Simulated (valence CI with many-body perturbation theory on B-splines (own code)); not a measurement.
Pt⁴⁷⁺: electric-dipole lines

Level of theory: relativistic CI+MBPT: three valence electrons over a frozen Dirac-Fock core [Ar] 3d10, a basis of 11 s, 11 p, 9 d, 7 f, 5 g, 2 h, 1 i functions for each j, with the one-electron correlation potential Σ1, the two-electron term Σ2, the three-electron term Σ3, Breit, model QED; selected CI, second order for the rest (own B-spline code, finite nucleus).

The last digits are not significant, and no measured levels were compared; by estimate large intervals hold to a few tenths of a per cent, small ones and those within an open d or f shell to about a per cent.

Lines 101 to 150 of 275 in falling wavelength, among levels below 51.055 Ry, chosen from the strongest by gf and those to the six lowest levels. Wavelengths and rates use the calculated energies. Electric multipoles are in the length gauge, E1 and E2 with the static RPA response of the core. Weak lines are less certain than strong ones. Lines between different terms over intervals too small for the method are left out, as are lines whose strength nearly cancels. The highest levels of a list are the least certain.

Levels are named by their leading jj configuration (3d3/2^4 stands for four electrons in 3d with j = 3/2), which in mixed levels can hold well under half, so a name can repeat and another be missing. Letters in brackets count levels of one name in rising energy.

| λ vac (Å) | Upper | Lower | A (s⁻¹) | S (a.u.) with core polarisation | S without |
| --- | --- | --- | --- | --- | --- |
| 60.64 | (4s 4p3/2 4d5/2) J=5/2 [b] | (4s 4p3/2^2) J=3/2 | 8.12e+11 | 5.36e-01 | 5.66e-01 |
| 60.63 | (4s 4p3/2 4d3/2) J=7/2 | (4s^2 4d5/2) J=5/2 | 8.08e+10 | 7.11e-02 | 7.49e-02 |
| 60.62 | (4s 4p1/2 4f5/2) J=5/2 [b] | (4s 4p1/2 4d3/2) J=3/2 [b] | 1.07e+11 | 7.02e-02 | 7.37e-02 |
| 60.56 | (4p1/2 4p3/2 4d5/2) J=5/2 [b] | (4p1/2 4p3/2^2) J=5/2 | 1.10e+11 | 7.24e-02 | 7.64e-02 |
| 60.41 | (4p1/2 4p3/2 4d5/2) J=5/2 [b] | (4p1/2 4p3/2^2) J=3/2 | 8.54e+11 | 5.58e-01 | 5.88e-01 |
| 60.33 | (4p1/2 4p3/2 4d5/2) J=3/2 [b] | (4p1/2 4p3/2^2) J=5/2 | 8.60e+10 | 3.73e-02 | 3.94e-02 |
| 60.31 | (4s^2 4f5/2) J=5/2 | (4s^2 4d3/2) J=3/2 | 8.38e+10 | 5.44e-02 | 5.69e-02 |
| 60.29 | (4s 4p1/2 4f5/2) J=3/2 | (4s 4p1/2 4d3/2) J=3/2 [b] | 8.02e+10 | 3.47e-02 | 3.65e-02 |
| 60.10 | (4s 4p1/2 4d5/2) J=5/2 [b] | (4s 4p1/2 4p3/2) J=5/2 | 1.20e+11 | 7.74e-02 | 8.18e-02 |
| 59.98 | (4p1/2 4p3/2 4d5/2) J=1/2 | (4p1/2 4p3/2^2) J=3/2 | 8.74e+10 | 1.86e-02 | 1.97e-02 |
| 59.85 | (4s 4p1/2 4f5/2) J=3/2 | (4s 4p1/2 4d3/2) J=1/2 | 1.95e+11 | 8.26e-02 | 8.68e-02 |
| 59.82 | (4p1/2 4p3/2 4d3/2) J=7/2 | (4s 4p1/2 4d5/2) J=5/2 [b] | 4.87e+10 | 4.12e-02 | 4.33e-02 |
| 59.72 | (4s 4p1/2 4d5/2) J=3/2 | (4s 4p1/2 4p3/2) J=5/2 | 3.03e+10 | 1.27e-02 | 1.35e-02 |
| 58.23 | (4s 4p1/2 4f7/2) J=5/2 | (4s 4p1/2 4d3/2) J=3/2 [b] | 4.93e+10 | 2.88e-02 | 3.04e-02 |
| 58.09 | (4p1/2 4p3/2 4d3/2) J=7/2 | (4s 4p1/2 4d5/2) J=7/2 | 2.57e+10 | 1.99e-02 | 2.11e-02 |
| 58.05 | (4s 4p3/2 4d5/2) J=7/2 [b] | (4s 4p3/2^2) J=5/2 | 7.86e+11 | 6.07e-01 | 6.41e-01 |
| 57.87 | (4s 4p1/2 4f5/2) J=7/2 | (4s 4p1/2 4d3/2) J=5/2 | 1.34e+11 | 1.03e-01 | 1.08e-01 |
| 57.54 | (4s 4p1/2 4d5/2) J=5/2 [b] | (4s 4p1/2 4p3/2) J=3/2 [a] | 1.47e+10 | 8.30e-03 | 8.76e-03 |
| 57.20 | (4s 4p1/2 4d5/2) J=3/2 | (4s 4p1/2 4p3/2) J=3/2 [a] | 1.06e+11 | 3.90e-02 | 4.12e-02 |
| 57.03 | (4s 4p1/2 4f5/2) J=5/2 [a] | (4s 4p1/2 4d3/2) J=3/2 [a] | 2.57e+11 | 1.41e-01 | 1.49e-01 |
| 56.86 | (4p1/2 4p3/2 4d3/2) J=5/2 [b] | (4s 4p1/2 4d5/2) J=3/2 | 5.99e+10 | 3.26e-02 | 3.44e-02 |
| 56.33 | (4s 4p1/2 4f5/2) J=5/2 [b] | (4s 4p1/2 4d3/2) J=5/2 | 6.97e+10 | 3.69e-02 | 3.88e-02 |
| 56.24 | (4s 4p3/2 4d5/2) J=3/2 [b] | (4s 4p3/2^2) J=5/2 | 1.24e+11 | 4.35e-02 | 4.60e-02 |
| 55.65 | (4s 4p1/2 4p3/2) J=3/2 [a] | (4s^2 4p1/2) J=1/2 | 4.94e+09 | 1.68e-03 | 1.78e-03 |
| 55.26 | (4s 4p3/2 4d5/2) J=5/2 [b] | (4s 4p3/2^2) J=5/2 | 1.51e+11 | 7.54e-02 | 7.98e-02 |
| 54.77 | (4p1/2 4p3/2 4d5/2) J=7/2 [a] | (4s 4p1/2 4d5/2) J=5/2 [b] | 6.06e+10 | 3.93e-02 | 4.15e-02 |
| 54.53 | (4s 4p1/2 4f7/2) J=7/2 [b] | (4s 4p1/2 4d3/2) J=5/2 | 7.54e+10 | 4.83e-02 | 5.09e-02 |
| 54.46 | (4s 4p3/2 4d5/2) J=5/2 [a] | (4s^2 4d5/2) J=5/2 | 3.01e+11 | 1.44e-01 | 1.52e-01 |
| 54.36 | (4s 4p1/2 4f5/2) J=5/2 [b] | (4s 4p1/2 4d3/2) J=3/2 [a] | 7.28e+10 | 3.46e-02 | 3.65e-02 |
| 53.70 | (4s 4p3/2^2) J=5/2 | (4s^2 4p3/2) J=3/2 | 4.69e+11 | 2.15e-01 | 2.28e-01 |
| 53.60 | (4p1/2 4p3/2 4d5/2) J=3/2 [a] | (4s 4p1/2 4d5/2) J=3/2 | 4.40e+11 | 1.34e-01 | 1.42e-01 |
| 53.31 | (4p1/2 4p3/2 4d5/2) J=7/2 [a] | (4s 4p1/2 4d5/2) J=7/2 | 5.59e+10 | 3.34e-02 | 3.54e-02 |
| 53.18 | (4s 4p3/2 4d5/2) J=3/2 [a] | (4s^2 4d5/2) J=5/2 | 1.46e+11 | 4.35e-02 | 4.60e-02 |
| 53.15 | (4p1/2 4p3/2^2) J=3/2 | (4s 4p1/2 4p3/2) J=1/2 | 6.84e+11 | 2.03e-01 | 2.14e-01 |
| 52.98 | (4p1/2 4p3/2 4d5/2) J=5/2 [a] | (4s 4p1/2 4d5/2) J=5/2 [b] | 4.20e+11 | 1.85e-01 | 1.95e-01 |
| 52.83 | (4s 4p3/2 4d5/2) J=7/2 [a] | (4s^2 4d5/2) J=5/2 | 2.60e+11 | 1.51e-01 | 1.60e-01 |
| 52.60 | (4p1/2 4p3/2^2) J=3/2 | (4s 4p1/2 4p3/2) J=3/2 [b] | 1.59e+11 | 4.57e-02 | 4.83e-02 |
| 52.57 | (4p1/2 4p3/2 4d5/2) J=9/2 | (4s 4p1/2 4d5/2) J=7/2 | 4.40e+11 | 3.16e-01 | 3.34e-01 |
| 52.50 | (4p1/2 4p3/2^2) J=5/2 | (4s 4p1/2 4p3/2) J=3/2 [b] | 5.69e+11 | 2.44e-01 | 2.58e-01 |
| 52.14 | (4p1/2 4p3/2 4d3/2) J=5/2 [a] | (4s 4p1/2 4d3/2) J=5/2 | 1.87e+11 | 7.85e-02 | 8.30e-02 |
| 51.98 | (4p1/2 4p3/2 4d5/2) J=7/2 [a] | (4s 4p1/2 4d5/2) J=5/2 [a] | 6.38e+11 | 3.54e-01 | 3.74e-01 |
| 51.84 | (4s 4p3/2 4d3/2) J=3/2 [b] | (4s^2 4d3/2) J=3/2 | 5.57e+11 | 1.53e-01 | 1.62e-01 |
| 51.77 | (4p1/2 4p3/2 4d3/2) J=3/2 [a] | (4s 4p1/2 4d3/2) J=5/2 | 1.37e+11 | 3.74e-02 | 3.96e-02 |
| 51.61 | (4p1/2 4p3/2 4d5/2) J=5/2 [a] | (4s 4p1/2 4d5/2) J=7/2 | 1.15e+11 | 4.70e-02 | 4.97e-02 |
| 51.47 | (4p1/2 4p3/2^2) J=1/2 | (4s 4p1/2 4p3/2) J=1/2 | 2.13e+11 | 2.86e-02 | 3.03e-02 |
| 51.40 | (4p1/2 4p3/2 4d3/2) J=3/2 [b] | (4s 4p1/2 4d3/2) J=3/2 [b] | 1.31e+11 | 3.50e-02 | 3.71e-02 |
| 51.35 | (4p3/2^3) J=3/2 | (4s 4p3/2^2) J=3/2 | 1.65e+12 | 4.41e-01 | 4.66e-01 |
| 51.07 | (4p1/2 4p3/2 4d3/2) J=3/2 [b] | (4s 4p1/2 4d3/2) J=1/2 | 2.31e+11 | 6.08e-02 | 6.44e-02 |
| 50.96 | (4p1/2 4p3/2^2) J=1/2 | (4s 4p1/2 4p3/2) J=3/2 [b] | 7.52e+11 | 9.82e-02 | 1.04e-01 |
| 50.79 | (4p1/2 4p3/2 4d3/2) J=5/2 [b] | (4s 4p1/2 4d3/2) J=3/2 [b] | 6.23e+11 | 2.42e-01 | 2.56e-01 |
